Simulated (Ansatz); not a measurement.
Species: SiHSF3, charge 0, singlet. SiHSF3 (trifluoro(sulfanyl)silane, SMILES F[Si](F)(F)S).
B3LYP-D3(BJ)/def2-TZVP minimum from Ansatz (a first-principles code):
```
Si
F 1 1.5772
F 1 1.5794 2 108.53
F 1 1.5794 2 108.53 3 114.85
S 1 2.0994 2 107.59 4 122.57
H 5 1.3461 1 92.93 2 -180.00
```

Total energies in hartree (Ansatz). UHF or UKS for unpaired electrons; spin-orbit terms are left out. Correlated methods leave the cores frozen. No relativity. For partners of very few electrons the exact lower level stands in for a higher one.

```csv
species,HF/cc-pV(T+d)Z,CCSD(T)/cc-pV(T+d)Z,HF/cc-pV(Q+d)Z,CCSD(T)/cc-pV(Q+d)Z,CCSD(T)/cc-pV(D+d)Z,CCSDT(Q)/cc-pV(D+d)Z
"1: SiHSF3 (trifluoro(sulfanyl)silane, SMILES [Si](F)(F)(F)S)",-985.77008,-986.86041,-985.80741,-986.99363,-986.42870,-986.43138
2: F (doublet),-99.40552,-99.62036,-99.41377,-99.65026,-99.52757,-99.52776
3: Si (triplet),-288.85649,-288.93344,-288.85845,-288.93781,-288.91643,-288.91690
4: S (triplet),-397.50938,-397.65444,-397.51264,-397.66785,-397.60412,-397.60456
5: H (doublet),-0.49981,-0.49981,-0.49995,-0.49995,-0.49928,-0.49928
```

### Question
Work out the atomisation energy (electronic, to ground-state atoms) in kcal/mol: take Hartree-Fock from cc-pV(Q+d)Z, extrapolate the CCSD(T) correlation energy as X^-3 (X = 3, 4), and add CCSDT(Q) - CCSD(T) in cc-pV(D+d)Z. 1 hartree = 627.51 kcal/mol.

### Answer

Species 1: correlation (64·(-1.18622) - 27·(-1.09033))/37 = -1.25619; step -0.00268; E1 = -985.80741 + (-1.25619) + (-0.00268) = -987.06628
Species 2: correlation (64·(-0.23649) - 27·(-0.21484))/37 = -0.25229; step -0.00019; E2 = -99.41377 + (-0.25229) + (-0.00019) = -99.66625
Species 3: correlation (64·(-0.07936) - 27·(-0.07695))/37 = -0.08112; step -0.00047; E3 = -288.85845 + (-0.08112) + (-0.00047) = -288.94004
Species 4: correlation (64·(-0.15521) - 27·(-0.14506))/37 = -0.16262; step -0.00044; E4 = -397.51264 + (-0.16262) + (-0.00044) = -397.67570
Species 5: correlation (64·(0.00000) - 27·(0.00000))/37 = 0.00000; step +0.00000; E5 = -0.49995 + (0.00000) + (+0.00000) = -0.49995
-1·E1 +3·E2 +1·E3 +1·E4 +1·E5 = 0.95184 hartree = 597.3 kcal/mol.
